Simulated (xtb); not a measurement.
C$_{6}$H$_{18}$Si$_{2}$, charge +1, doublet, geometry from GFN2-xTB (a state made from the parent by changing its charge; the spin is typed, not shown lowest). Base run: GFN0-xTB (xtb).

Geometry (Å):
```xyz
26

C     -1.7369    -0.7469    -1.7283
Si    -1.3354    -0.2216     0.0490
C     -2.0079     1.4726     0.5719
C     -1.4656    -1.5905     1.3547
Si     1.3259     0.2199    -0.0637
C      1.7246     0.7525     1.7120
C      1.4586     1.5834    -1.3750
C      1.9992    -1.4764    -0.5788
H     -1.2061    -1.6486    -2.0201
H     -1.5005     0.0299    -2.4498
H     -2.8000    -0.9572    -1.8215
H     -3.0913     1.4311     0.6576
H     -1.6227     1.7874     1.5376
H     -1.7742     2.2486    -0.1516
H     -2.5073    -1.8684     1.4981
H     -0.9323    -2.4903     1.0613
H     -1.0834    -1.2741     2.3211
H      2.7887     0.9563     1.8081
H      1.1985     1.6592     1.9967
H      1.4803    -0.0187     2.4370
H      1.0793     1.2626    -2.3410
H      0.9240     2.4841    -1.0870
H      2.5006     1.8613    -1.5167
H      1.6132    -1.7964    -1.5424
H      1.7669    -2.2488     0.1489
H      3.0825    -1.4344    -0.6660
```
Charge +1, spin multiplicity 2.
All else is at xtb's defaults.
Base energy -24.58913 Eh.

Variants of this job, named by their change:

```json
[
 {"change": "base", "ΔE vs base (kcal/mol)": "0.000"},
 {"change": "etemp = 10", "ΔE vs base (kcal/mol)": "0.000"},
 {"change": "acc = 0.0001", "ΔE vs base (kcal/mol)": "0.000"},
 {"change": "etemp = 10000", "ΔE vs base (kcal/mol)": "-35.19"},
 {"change": "acc = 1000", "ΔE vs base (kcal/mol)": "0.000"},
 {"change": "acc = 0.1", "ΔE vs base (kcal/mol)": "0.000"}
]
```
